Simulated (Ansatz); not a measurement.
Stepwise reaction of `[NH2][W]([NH2])(=[O])=[S]` with water, as a gas-phase model of exchange steps in deposition or etching. ΔE in kJ/mol; ΔG adds harmonic PBE0-D4 terms to CCSD(T)/CBS, at 1 bar.

Computed with Ansatz on PBE0-D4/def2-TZVP structures; ΔE is electronic, products minus reactants. CCSD(T)/CBS is the MP2 limit (def2-TZVPP, def2-QZVPP) plus CCSD(T) − MP2 in def2-TZVPP, frozen cores. This one scheme is used for every species. DFT in def2-TZVPP. B3LYP here is the variant with VWN-RPA as its local correlation; programs differ in this. def2 core potentials past Kr. For W outer-core shells are correlated without core-valence functions, which leaves a few kJ/mol of doubt a bond. One conformer a species, not always the lowest.

| step | reaction | PBE-D4 | B3LYP-D4 | ωB97M-V | CCSD(T)/CBS | ΔG(500 K) |
| --- | --- | --- | --- | --- | --- | --- |
| 1 | `[NH2][W]([NH2])(=[O])=[S]` + H₂O → `[NH2][W](=[O])([OH])=[S]` + NH₃ | -28.6 | -28.8 | -28.4 | -22.2 | -19.8 |
| 2 | `[NH2][W](=[O])([OH])=[S]` + H₂O → `[O]=[W]([OH])([OH])=[S]` + NH₃ | -26.3 | -26.3 | -26.5 | -20.0 | -17.2 |

Question: By hand: ΔE of the 2 steps together at CCSD(T)/CBS.

Answer: (-22.2) + (-20.0) = -42.2 kJ/mol, or -21.1 kJ/mol a step.

In ΔE the steps differ by no more than 2.2 kJ/mol. All are downhill at CCSD(T)/CBS. ΔG lies between -19.8 and -17.2 kJ/mol a step. PBE-D4 differs from CCSD(T)/CBS by -6.4 to -6.3 kJ/mol a step. Isolated molecules leave out the surface, adducts and barriers. Largest T1 diagnostic: 0.023.
